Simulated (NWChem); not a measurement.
Everything below was run with NWChem. System: H5AlOSi, charge 0, spin multiplicity 1, at a geometry optimised with PBE0/def2-SVP. The structure started from a generated list of species. Level: CCSD(T)/pcseg-1, 11 core orbitals frozen.

Input file:

```
start mol
memory heap 100 mb stack 700 mb global 1900 mb
geometry units angstroms nocenter noautoz noautosym
  Al    -0.306186     0.307351     1.709995
  H     -1.773741     0.733854     2.123425
  H      0.887486     0.136643     2.735573
  O      0.007388     0.014388     0.065183
  Si     0.268065    -0.276890    -1.535144
  H      1.050920     0.843407    -2.139923
  H     -1.030213    -0.399979    -2.266021
  H      1.033945    -1.548134    -1.712448
end
basis spherical
  * library pcseg-1
end
scf
  rhf
  nopen 0
  maxiter 100
  thresh 1e-7
  semidirect memsize 60000000 filesize 0
end
tce
  freeze core 11
  ccsd(t)
  2eorb
  2emet 13
  thresh 1e-6
  maxiter 100
  tilesize 24
end
task tce energy
```

NWChem printed:

```
             Northwest Computational Chemistry Package (NWChem) 7.3.0
             --------------------------------------------------------

                                NWChem Input Module
                                -------------------

 Scaling coordinates for geometry "geometry" by  1.889725989
 (inverse scale =  0.529177249)

                             Geometry "geometry" -> ""
                             -------------------------

 Output coordinates in angstroms (scale by  1.889725989 to convert to a.u.)

  No.       Tag          Charge          X              Y              Z
 ---- ---------------- ---------- -------------- -------------- --------------
    1 Al                  13.0000    -0.30618600     0.30735100     1.70999500
    2 H                    1.0000    -1.77374100     0.73385400     2.12342500
    3 H                    1.0000     0.88748600     0.13664300     2.73557300
    4 O                    8.0000     0.00738800     0.01438800     0.06518300
    5 Si                  14.0000     0.26806500    -0.27689000    -1.53514400
    6 H                    1.0000     1.05092000     0.84340700    -2.13992300
    7 H                    1.0000    -1.03021300    -0.39997900    -2.26602100
    8 H                    1.0000     1.03394500    -1.54813400    -1.71244800

 Effective nuclear repulsion energy (a.u.)     138.5435718597

            Nuclear Dipole moment (a.u.)
            ----------------------------
        X                 Y               Z
 ---------------- ---------------- ----------------
    -0.0000132281    -0.0000037795    -0.0000207870


 Summary of "ao basis" -> "" (spherical)
 ------------------------------------------------------------------------------
       Tag                 Description            Shells   Functions and Types
 ---------------- ------------------------------  ------  ---------------------
 *                          pcseg-1                   on all atoms

 Summary of "ao basis" -> "ao basis" (spherical)
 ------------------------------------------------------------------------------
       Tag                 Description            Shells   Functions and Types
 ---------------- ------------------------------  ------  ---------------------
 Al                         pcseg-1                  8       18   4s3p1d
 H                          pcseg-1                  3        5   2s1p
 O                          pcseg-1                  6       14   3s2p1d
 Si                         pcseg-1                  8       18   4s3p1d

                                 NWChem SCF Module
                                 -----------------

  ao basis        = "ao basis"
  functions       =    75
  atoms           =     8
  closed shells   =    20
  open shells     =     0
  charge          =   0.00
  wavefunction    = RHF
  use symmetry    = F
  symmetry adapt  = F

 Summary of "ao basis" -> "ao basis" (spherical)
 ------------------------------------------------------------------------------
       Tag                 Description            Shells   Functions and Types
 ---------------- ------------------------------  ------  ---------------------
 Al                         pcseg-1                  8       18   4s3p1d
 H                          pcseg-1                  3        5   2s1p
 O                          pcseg-1                  6       14   3s2p1d
 Si                         pcseg-1                  8       18   4s3p1d

 Forming initial guess at       0.0s

      Superposition of Atomic Density Guess
      -------------------------------------

 Sum of atomic energies:        -607.88626476

      Non-variational initial energy
      ------------------------------

 Total energy =    -608.559638
 1-e energy   =   -1117.967553
 2-e energy   =     370.864343
 HOMO         =      -0.356625
 LUMO         =      -0.007592

 Starting SCF solution at       0.8s

 ----------------------------------------------
         Quadratically convergent ROHF

 Convergence threshold     :          1.000E-07
 Maximum no. of iterations :          100
 Final Fock-matrix accuracy:          1.000E-09
 ----------------------------------------------

              iter       energy          gnorm     gmax       time
             ----- ------------------- --------- --------- --------
                 1     -608.5606273094  1.14D+00  3.05D-01      0.9
                 2     -608.6320616947  2.98D-01  7.49D-02      0.9
                 3     -608.6431707729  1.59D-02  3.71D-03      1.0
                 4     -608.6432030710  9.23D-05  2.14D-05      1.2
                 5     -608.6432030723  3.03D-09  8.03D-10      1.5

       Final RHF  results
       ------------------

         Total SCF energy =   -608.643203072285
      One-electron energy =  -1120.670806610876
      Two-electron energy =    373.484031678917
 Nuclear repulsion energy =    138.543571859674

        Time for solution =      0.7s

             Final eigenvalues
             -----------------

              1
    1  -68.7785
    2  -58.4680
    3  -20.5195
    4   -6.1399
    5   -4.9020
    6   -4.2566
    7   -4.2552
    8   -4.2552
    9   -3.2264
   10   -3.2243
   11   -3.2223
   12   -1.3029
   13   -0.7421
   14   -0.6096
   15   -0.5532
   16   -0.5488
   17   -0.5145
   18   -0.4585
   19   -0.4515
   20   -0.4224
   21    0.0472
   22    0.1022
   23    0.1253
   24    0.1455
   25    0.1551
   26    0.1738
   27    0.1848
   28    0.2175
   29    0.2511
   30    0.2820

                       ROHF Final Molecular Orbital Analysis
                       -------------------------------------

 Vector   18  Occ=2.000000D+00  E=-4.584553D-01
              MO Center= -1.6D-01, -3.3D-01, -8.6D-01, r^2= 5.2D+00
   Bfn.  Coefficient  Atom+Function         Bfn.  Coefficient  Atom+Function
  ----- ------------  ---------------      ----- ------------  ---------------
    66     -0.317740  7 H  s                 50      0.313064  5 Si px
    67     -0.249855  7 H  s                 71      0.227833  8 H  s
    32     -0.207398  4 O  px                35     -0.183287  4 O  px
     8     -0.180135  1 Al px                72      0.179371  8 H  s

 Vector   19  Occ=2.000000D+00  E=-4.515031D-01
              MO Center=  6.0D-01, -6.3D-02, -1.4D+00, r^2= 2.7D+00
   Bfn.  Coefficient  Atom+Function         Bfn.  Coefficient  Atom+Function
  ----- ------------  ---------------      ----- ------------  ---------------
    61     -0.334891  6 H  s                 51     -0.324609  5 Si py
    33      0.305290  4 O  py                36      0.286478  4 O  py
    62     -0.277379  6 H  s                 71      0.250392  8 H  s
    72      0.207259  8 H  s

 Vector   20  Occ=2.000000D+00  E=-4.224031D-01
              MO Center= -3.4D-01,  2.5D-01,  1.5D+00, r^2= 4.6D+00
   Bfn.  Coefficient  Atom+Function         Bfn.  Coefficient  Atom+Function
  ----- ------------  ---------------      ----- ------------  ---------------
    19     -0.291727  2 H  s                 24      0.290764  3 H  s
     8      0.285655  1 Al px                20     -0.249594  2 H  s
    25      0.248136  3 H  s                 35     -0.241975  4 O  px
    32     -0.239823  4 O  px

 Vector   21  Occ=0.000000D+00  E= 4.721363D-02
              MO Center= -3.3D-01,  3.4D-01,  1.9D+00, r^2= 6.1D+00
   Bfn.  Coefficient  Atom+Function         Bfn.  Coefficient  Atom+Function
  ----- ------------  ---------------      ----- ------------  ---------------
    12      0.829776  1 Al py                 9      0.282849  1 Al py
    11      0.210376  1 Al px                54     -0.203634  5 Si py
    36     -0.173024  4 O  py

 Vector   22  Occ=0.000000D+00  E= 1.022275D-01
              MO Center= -2.7D-01,  2.7D-01,  1.5D+00, r^2= 8.8D+00
   Bfn.  Coefficient  Atom+Function         Bfn.  Coefficient  Atom+Function
  ----- ------------  ---------------      ----- ------------  ---------------
    13      1.190560  1 Al pz                46      1.053519  5 Si s
    31      0.412408  4 O  s                 62     -0.297961  6 H  s
    72     -0.291362  8 H  s                 67     -0.284380  7 H  s
     4     -0.258111  1 Al s                 11     -0.215392  1 Al px
    12      0.208878  1 Al py                25     -0.178971  3 H  s

 Vector   23  Occ=0.000000D+00  E= 1.253130D-01
              MO Center= -2.8D-01,  2.5D-01,  1.4D+00, r^2= 1.1D+01
   Bfn.  Coefficient  Atom+Function         Bfn.  Coefficient  Atom+Function
  ----- ------------  ---------------      ----- ------------  ---------------
     4      1.499066  1 Al s                 13      0.997977  1 Al pz
    25     -0.908821  3 H  s                 20     -0.894418  2 H  s
    55      0.859420  5 Si pz                31     -0.362629  4 O  s
    62      0.358844  6 H  s                 72      0.287395  8 H  s
    67      0.224207  7 H  s                 53     -0.222449  5 Si px

 center of mass
 --------------
 x =  -0.01178333 y =   0.01343738 z =   0.07368245

 moments of inertia (a.u.)
 ------------------
         636.224678260155          21.801038210410         102.350298763160
          21.801038210410         647.702544251318        -106.346914746923
         102.350298763160        -106.346914746923          72.531570408086

  Mulliken analysis of the total density
  --------------------------------------

    Atom       Charge   Shell Charges
 -----------   ------   -------------------------------------------------------
    1 Al  13    11.83   2.00  2.00  0.65  0.08  6.00  0.98 -0.03  0.15
    2 H    1     1.28   0.75  0.53  0.01
    3 H    1     1.28   0.75  0.53  0.01
    4 O    8     9.06   2.00  0.85  0.95  2.98  2.28  0.00
    5 Si  14    12.90   2.00  2.00  0.82  0.16  6.00  1.73 -0.06  0.25
    6 H    1     1.21   0.78  0.43  0.01
    7 H    1     1.21   0.78  0.43  0.01
    8 H    1     1.21   0.78  0.43  0.01

       Multipole analysis of the density wrt the origin
       ------------------------------------------------

     L   x y z        total         open         nuclear
     -   - - -        -----         ----         -------
     0   0 0 0     -0.000000      0.000000     40.000000

     1   1 0 0     -0.041110      0.000000     -0.000013
     1   0 1 0      0.030692      0.000000     -0.000004
     1   0 0 1      0.172625      0.000000     -0.000021

     2   2 0 0    -28.360899      0.000000     33.545904
     2   1 1 0      1.180809      0.000000    -13.371297
     2   1 0 1     -0.554096      0.000000    -55.663977
     2   0 2 0    -23.763489      0.000000     21.884553
     2   0 1 1     -0.260469      0.000000     58.835193
     2   0 0 2    -26.546436      0.000000    341.676937

                   NWChem Extensible Many-Electron Theory Module
                   ---------------------------------------------


            General Information
            -------------------
      Number of processors :     1
         Wavefunction type : Restricted Hartree-Fock
          No. of electrons :    40
           Alpha electrons :    20
            Beta electrons :    20
           No. of orbitals :   150
            Alpha orbitals :    75
             Beta orbitals :    75
        Alpha frozen cores :    11
         Beta frozen cores :    11
     Alpha frozen virtuals :     0
      Beta frozen virtuals :     0
         Spin multiplicity : singlet
    Number of AO functions :    75
       Number of AO shells :    37
        Use of symmetry is : off
      Symmetry adaption is : off
         Schwarz screening : 0.10D-09

          Correlation Information
          -----------------------
          Calculation type : Coupled-cluster singles & doubles w/ perturbation
   Perturbative correction : (T)
            Max iterations :      100
        Residual threshold : 0.10D-05
     T(0) DIIS level shift : 0.00D+00
     L(0) DIIS level shift : 0.00D+00
     T(1) DIIS level shift : 0.00D+00
     L(1) DIIS level shift : 0.00D+00
     T(R) DIIS level shift : 0.00D+00
     T(I) DIIS level shift : 0.00D+00
   CC-T/L Amplitude update :  5-th order DIIS
                I/O scheme : Global Array Library
        L-threshold :  0.10D-05
        EOM-threshold :  0.10D-05
 no EOMCCSD initial starts read in
 TCE RESTART OPTIONS
 SLICE:      F
 D4D5:       F
 quantumc:   F
 qrotation:  F
 pwtce:      F
 qducc:      F
 nacto:                         0
 nrotv:                         0
 nrot:                          0

            Memory Information
            ------------------
          Available GA space size is     249031175 doubles
          Available MA space size is     104851732 doubles

 Maximum block size supplied by input
 Maximum block size        24 doubles

 tile_dim =     19

 -------------------------------------------------

 Global array virtual files algorithm will be used

 Parallel file system coherency ......... OK

 4-electron integrals stored in orbital form

 v2    file size   =          3745558
 4-index algorithm nr.  13 is used
 imaxsize =       30
 imaxsize ichop =        0


CCSD iterations
 ---------------------------------------------------------
 Iter          Residuum       Correlation     Cpu    Wall
 ---------------------------------------------------------
    1   0.1601885936634  -0.3416339829431     0.4     0.4
    2   0.0459425158999  -0.3624971220572     0.3     0.3
    3   0.0158827042962  -0.3720711163988     0.3     0.3
    4   0.0065091343600  -0.3741370224204     0.3     0.3
    5   0.0027201924284  -0.3750531977539     0.3     0.3
    6   0.0007640830467  -0.3754671316203     0.3     0.3
    7   0.0004009647521  -0.3755404998306     0.3     0.3
    8   0.0001905321812  -0.3755503462235     0.3     0.3
    9   0.0001228536845  -0.3755523089114     0.3     0.3
   10   0.0000646901238  -0.3755563387982     0.3     0.3
   11   0.0000097957981  -0.3755593917886     0.3     0.3
   12   0.0000045643095  -0.3755600356871     0.3     0.3
   13   0.0000022368301  -0.3755602110458     0.3     0.3
   14   0.0000013466187  -0.3755602082069     0.3     0.3
   15   0.0000007240419  -0.3755602151352     0.3     0.3
 -----------------------------------------------------------------
 Iterations converged
 CCSD correlation energy / hartree =        -0.375560215135170
 CCSD total energy / hartree       =      -609.018763287420029

 Singles contributions

 Doubles contributions
 CCSD(T)
 Using plain CCSD(T) code
             total no. of tasks           28
 total no. of tasks / no. procs           28
                         wl_min      4251528          12.7
                         wl_max      5000211          13.1
        thresh for no. of tasks           28

 CCSD[T]  correction energy / hartree =        -0.007183707539558
 CCSD[T] correlation energy / hartree =        -0.382743922674728
 CCSD[T] total energy / hartree       =      -609.025946994959554
 CCSD(T)  correction energy / hartree =        -0.006595826333401
 CCSD(T) correlation energy / hartree =        -0.382156041468571
 CCSD(T) total energy / hartree       =      -609.025359113753439

 Task  times  cpu:       26.9s     wall:       26.9s

 Total times  cpu:       27.0s     wall:       27.0s
```
